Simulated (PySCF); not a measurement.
cyclohexane (C₆H₁₂), SMILES C1CCCCC1.

Coordinates come from a PBE0-D3(BJ)/def2-SVP optimisation. The values are those of a single conformer.

All values below come from PySCF 2.14.0 with TDA-LC-ωPBE/def2-SVPD.

Vertical excitations; the highest root listed may be one member of a degenerate set. Isolated molecule, no solvent. State labels are in the subgroup C2h.

```json
[
 {"state": "S1", "symmetry": "Ag", "energy (eV)": "9.15", "λ (nm)": "136", "f": "0.000", "main pairs": "HOMO→LUMO (degenerate set)"},
 {"state": "S2", "symmetry": "Bg", "energy (eV)": "9.15", "λ (nm)": "136", "f": "0.000", "main pairs": "HOMO−1→LUMO (degenerate set)"},
 {"state": "S3", "symmetry": "Ag", "energy (eV)": "9.37", "λ (nm)": "132", "f": "0.000", "main pairs": "HOMO−2→LUMO 77 %"},
 {"state": "S4", "symmetry": "Bu", "energy (eV)": "9.65", "λ (nm)": "128", "f": "0.022", "main pairs": "HOMO−2→LUMO+3, HOMO−3→LUMO, HOMO→LUMO+3, HOMO−1→LUMO+2 (degenerate set)"},
 {"state": "S5", "symmetry": "Au", "energy (eV)": "9.65", "λ (nm)": "128", "f": "0.022", "main pairs": "HOMO−2→LUMO+2, HOMO−4→LUMO, HOMO→LUMO+2, HOMO−1→LUMO+3 (degenerate set)"},
 {"state": "S6", "symmetry": "Bu", "energy (eV)": "9.68", "λ (nm)": "128", "f": "0.002", "main pairs": "HOMO→LUMO+1 82 %"},
 {"state": "T1", "symmetry": "Ag", "energy (eV)": "8.81", "λ (nm)": "141", "f": "0", "main pairs": "HOMO→LUMO (degenerate set)"},
 {"state": "T2", "symmetry": "Bg", "energy (eV)": "8.81", "λ (nm)": "141", "f": "0", "main pairs": "HOMO−1→LUMO (degenerate set)"}
]
```
Triplets are in the Tamm–Dancoff approximation.
